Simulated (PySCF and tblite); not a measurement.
Results of a calculation; reference values are marked as such.
C₅H₉FO, numbered as in [F:1][C@H:2]1[CH2:3][CH2:4][CH2:5][CH2:6][O:7]1.

Free energies: PBE0-D3(BJ)/def2-TZVP on PBE0-D3(BJ)/def2-SVP structures plus GFN2-xTB thermal terms, symmetry and mirror images included. Conformers within 4 kcal/mol (GFN2-xTB free energy) were kept, 7 at most. GIAO shieldings: PBE0/pcSseg-1. Shifts are against TMS (¹H), TMS (¹³C), CFCl3 (¹⁹F) at the same level; of two unlike H on one atom, a is the less shielded. (PySCF 2.14, tblite 0.8.)

Predict the averaged NMR shifts at 298.15 K.

¹H: 5.42 (H2, 1H), 3.98 (H6a, 1H), 3.56 (H6b, 1H), 1.83 (H4a, 1H), 1.58 (H3a, 1H), 1.58 (H5a, 1H), 1.42 (H4b, 1H), 1.39 (H3b, 1H), 1.23 (H5b, 1H) ppm. ¹³C: 107.2 (C2), 61.6 (C6), 31.9 (C3), 27.0 (C5), 19.4 (C4) ppm. ¹⁹F: -159.7 (F1) ppm.

How do the conformers differ?

The 6-ring runs over atoms 2–3–4–5–6–7.
| conformer | shape | weight % |
| --- | --- | --- |
| 1 | 6-ring chair (F1 axial) | 97.0 |
| 2 | 6-ring chair (all substituents equatorial) | 2.7 |
| 3 | 6-ring twist-boat (ring torsions -61, 29, 32, -69, 35, 29°) | 0.2 |
| 4 | 6-ring twist-boat (ring torsions 26, 29, -60, 29, 31, -61°) | 0.1 |
| 5 | 6-ring twist-boat (ring torsions -30, 62, -35, -26, 61, -29°) | 0.1 |

```csv
signal,1,2,3,4,5,average
H2,5.43,4.91,5.48,5.48,5.51,5.42
H3a,1.59,1.35,1.43,1.74,1.69,1.58
H3b,1.38,1.58,1.74,1.40,1.77,1.39
H4a,1.84,1.69,1.44,1.75,1.57,1.83
H4b,1.42,1.27,1.23,1.44,1.34,1.42
H5a,1.59,1.05,1.77,1.24,1.25,1.58
H5b,1.22,1.41,1.25,2.14,1.93,1.23
H6a,3.98,4.01,3.68,3.83,4.04,3.98
H6b,3.57,3.33,3.63,3.55,3.77,3.56
C2,107.1,111.1,108.7,107.7,107.5,107.2
C3,31.9,33.4,28.9,26.7,32.4,31.9
C4,19.2,23.8,16.4,16.1,18.1,19.4
C5,27.0,26.7,23.5,23.1,22.4,27.0
C6,61.5,67.2,57.4,63.1,63.6,61.6
F1,-160.1,-146.3,-142.1,-125.0,-124.0,-159.7
```

Which signal moves most, for its nucleus, between 180 and 400 K through the change of populations alone?

H5a: 1.59 ppm at 180 K, 1.59 ppm at 230 K, 1.58 ppm at 298.15 K, 1.57 ppm at 330 K, 1.56 ppm at 400 K.

Unscaled ¹⁹F shifts at such levels can be off by tens of ppm; differences between conformers or isomers are more reliable. Shifts are unscaled: against experiment ¹³C can be off by 15 ppm or more and ¹H by 0.8 ppm.
